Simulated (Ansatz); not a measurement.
CH$_{3}$ClOSi (`ClC1O[SiH2]1`), relaxed with RKS PBE-D4/def2-SVP in Ansatz 0.2.0 from a rough embedded geometry. The force threshold is 0.03 eV/Å; the program also tests the step.

Total charge 0; spin multiplicity 1.

Start:

```xyz
7

Cl    0.052   -0.347    2.296
C    -0.084    0.472    0.770
O     1.046    0.520   -0.121
Si   -0.130   -0.390   -0.837
H    -0.726    1.338    0.856
H     0.482   -1.822   -0.925
H    -0.640    0.229   -2.040
```

```json
{"step": "1", "energy (eV)": "-23510.4989", "largest force (eV/Å)": "2.722", "largest move (Å)": "0.000"}
{"step": "2", "energy (eV)": "-23510.8463", "largest force (eV/Å)": "0.778", "largest move (Å)": "0.125"}
{"step": "3", "energy (eV)": "-23510.8790", "largest force (eV/Å)": "0.359", "largest move (Å)": "0.043"}
{"step": "4 (rejected)", "energy (eV)": "-23510.8728", "largest force (eV/Å)": "0.586", "largest move (Å)": "0.072"}
{"step": "5", "energy (eV)": "-23510.8895", "largest force (eV/Å)": "0.058", "largest move (Å)": "0.035"}
{"step": "6", "energy (eV)": "-23510.8896", "largest force (eV/Å)": "0.032", "largest move (Å)": "0.006"}
{"step": "7", "energy (eV)": "-23510.8896", "largest force (eV/Å)": "0.007", "largest move (Å)": "0.003"}
```

End:

```xyz
7

Cl    0.114   -0.411    2.285
C    -0.138    0.474    0.741
O     1.032    0.667   -0.045
Si   -0.044   -0.410   -0.875
H    -0.717    1.393    0.953
H     0.362   -1.846   -0.910
H    -0.609    0.133   -2.148
```

Run time 7.5 s (2 threads of an AMD EPYC 7B13 on a shared host); peak host memory 0.16 GiB.
